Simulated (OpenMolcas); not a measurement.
**Co3+: ligand-field states by method**

Co3+ with 6 ligands (fluoride) in octahedral coordination (Oh) at 1.84 Å. A charge of +0.5 e stands 2.4 Å behind each ligand. Ligand basis ANO-RCC-VDZP.

```yaml
Program: OpenMolcas 26.06
Basis: ANO-RCC-VDZP [5s4p2d1f]
Scalar_Hamiltonian: DKH2, point nucleus
Active_space: 6 electrons in 5 orbitals (3d)
State_averaging: 2S+1 = 5 even, 5 roots; 2S+1 = 3 even, 45 roots; 2S+1 = 1 even, 50 roots
Spin-orbit_coupling: state interaction with AMFI integrals over the reference wave functions
```

I. CASSCF
II. SS-CASPT2, IPEA 0.25 Eh, imaginary shift 0.1 Eh (closed shells correlated: 3s 3p and the ligand valence shells)

Spin-free states (labels of O, the rotations of Oh) in cm-1, each column counted from its own energy of the first state listed:

| State | Degeneracy | I | II |
| --- | --- | --- | --- |
| 5T2 | 3 | 0 | 0 |
| 5E | 2 | 12701 | 16140 |
| 1A1 | 1 | 13280 | 300 |
| 3T1 | 3 | 13351 | 5610 |
| 3T2 | 3 | 18418 | 9390 |
| 1T1 | 3 | 23763 | 13350 |
| 3T1 | 3 | 24461 | 19490 |
| 3T2 | 3 | 26624 | 19920 |
| 3T1 | 3 | 29081 | 22390 |
| 3E | 2 | 29127 | 23410 |
| 1T2 | 3 | 32705 | 21670 |
| 3T2 | 3 | 34329 | 26760 |
| 3A2 | 1 | 36523 | 30880 |
| 1E | 2 | 36706 | 27810 |
| 1A1 | 1 | 38161 | 27930 |
| 3E | 2 | 38343 | 35960 |
| 3T1 | 3 | 38552 | 36480 |
| 1T2 | 3 | 38912 | 28120 |
| 1T1 | 3 | 42391 | 33130 |
| 3A1 | 1 | 42657 | 40060 |

From I to II, I's first state of the same spin (5E) moves from 12701 to 16140 cm-1, by about +3400 cm-1.

From I to II, I's first state of another spin (1A1) moves from 13280 to 300 cm-1, by about -13000 cm-1.

I: A least-squares ligand-field fit to the states below 45000 cm-1, each weighted by its degeneracy and with a free common offset, gives 10Dq = 13016 cm-1, B = 1219 cm-1 and C = 4611 cm-1 (C/B = 3.78), with an rms deviation of 162 cm-1. The same method and metal basis give the free ion B = 1344 cm-1 (fit to its terms below 60000 cm-1, rms deviation 30 cm-1), so the nephelauxetic ratio is β = 1219 / 1344 = 0.91; it hangs on how both fits weigh the states, and computed free-ion B values tend to be too large, so β mixes covalency with correlation.

χT at 300 K: I 4.14, II 4.01 cm3 K/mol.

Roots that are degenerate in the reference are averaged as groups; the widest CASPT2 spread within a group is 650 cm-1 (the 2-fold group of multiplicity 1 near 76900 cm-1 above the lowest state of its run, II). Shifts and gaps below about the spread of the groups concerned are not significant. Over all roots computed the reference weight is 0.68 to 0.72 in II; a low but even weight reflects the number of correlated electrons. An orbital triplet at a regular site is open to Jahn-Teller coupling, which can distort the site and quench the lowest spin-orbit gaps and is left out. This shell can be high or low spin here, a state of another spin lies low, and with metal d orbitals alone active their balance is uncertain, so the ground spin may be wrong. Ligand-to-metal charge-transfer states are missing. With no ligand orbital active B as a rule stays too high, so bands that hang on it stand too high and its fall with covalency is understated. Without dynamic correlation the repulsion within the d shell is too large (B by tens of per cent), so at a given field states of lower spin stand too high (holds for I). With metal d orbitals alone and no dynamic correlation the field as a rule comes out too small, by tens of per cent, by up to half for chloride and softer ligands, and with too little covalency χT stands high (holds for I). A single d shell leaves out the double-shell effect, which counts most for late 3d ions, where the CASPT2 field can be off either way by tens of per cent (holds for II). These CASPT2 states fit no ligand-field parameters well, so their order and spin gaps are uncertain (holds for II). With one d shell and no ligand orbital active, 10Dq can be off by a tenth or more (holds for II). The distance lies 4 % under the 1.92 Å that this model takes as the normal distance (a Shannon-type radius plus a fixed donor radius); by an R⁻⁵ law this alone changes a d-shell field by about +24 %. No measured value stands beside these numbers; the geometry was imposed, not optimised, and the real ion may take another.
